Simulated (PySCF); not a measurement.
GeH3, SMILES [GeH3+], charge +1.

Coordinates come from a B3LYP-D3(BJ)/def2-TZVPD optimisation.

These are r2SCAN/def2-TZVPD in PySCF values and carry that method's errors.

Computed frontier levels, gap, dipole moment and polarisability:
The highest occupied level is -16.31 eV and the lowest empty level is -10.76 eV. The orbital gap comes out as 5.56 eV, the dipole moment about the centre of nuclear charge comes out as 0.00 D and the mean static polarisability is 22.6 bohr³ (3.36 Å³). The polarisability, principal values comes out as 17.1, 25.4, 25.4 bohr³.
